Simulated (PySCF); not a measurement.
SMILES OB(O)[NH][Ge]([CH3])([CH3])[CH3] at its GFN2-xTB optimised geometry (Å):

```
20

Ge     0.2106    -0.7030     0.0000
C     -0.5204     1.1533     0.0000
C     -0.5180    -1.7341     1.5448
C      2.1947    -0.7030     0.0000
N     -0.2638    -1.5406    -1.5663
B     -1.5327    -1.8407    -2.1229
O     -2.7083    -1.5158    -1.4979
O     -1.5922    -2.4775    -3.3270
H     -0.2623     1.6645     0.9228
H     -1.6023     1.1579    -0.1002
H     -0.1049     1.7182    -0.8295
H     -1.6034    -1.7803     1.5222
H     -0.1387    -2.7517     1.5266
H     -0.2177    -1.2760     2.4826
H      2.5808    -0.1673    -0.8629
H      2.5809    -1.7182    -0.0261
H      2.5728    -0.2196     0.8958
H      0.5076    -1.8410    -2.1401
H     -2.5809    -1.0747    -0.6605
H     -2.4931    -2.6312    -3.6094
```

Calculation: PBE0/def2-SVP (PySCF). Cells within 0.4 Å of a nucleus heavier than hydrogen are left out (blank, or x).

Map of the Laplacian of the electron density (e/bohr⁵), clipped to [-1.50, 1.50] on the plane z = 0.0 Å:

```
|55555555555555555555555555555|
|55555555555555555555555555555|
|55555555555555555555555555555|
|55555555555555555555555555555|
|55555555555555555555555555555|
|55555555555555555555555555555|
|55555555555555555555555555555|
|55555555555555555555555555555|
|55555555555555555555555555555|
|55555555555555555555555555555|
|555555555433xx555555555555555|
|555555555302xx455555555555555|
|55555555554442455555555555555|
|55555555555544455555555555555|
|55555555555555996555555555555|
|555555555555599x9544x45555555|
|55555555555559xx9546xx5555555|
|555555555555599x9544x25555555|
|55555555555555996555414555555|
|55555555555555555555404555555|
|55555555555555555555555555555|
|55555555555555555555555555555|
|55555555555555555555555555555|
|55555555555555555555555555555|
|55555555555555555555555555555|
|55555555555555555555555555555|
|55555555555555555555555555555|
|55555555555555555555555555555|
|55555555555555555555555555555|
```
Scale: ten equal steps from -1.50 (start of '0') to 1.50 (end of '9'), in the order '0123456789'; x runs from -5.00 to 5.00, y from -5.00 (bottom) to 5.00 (top).
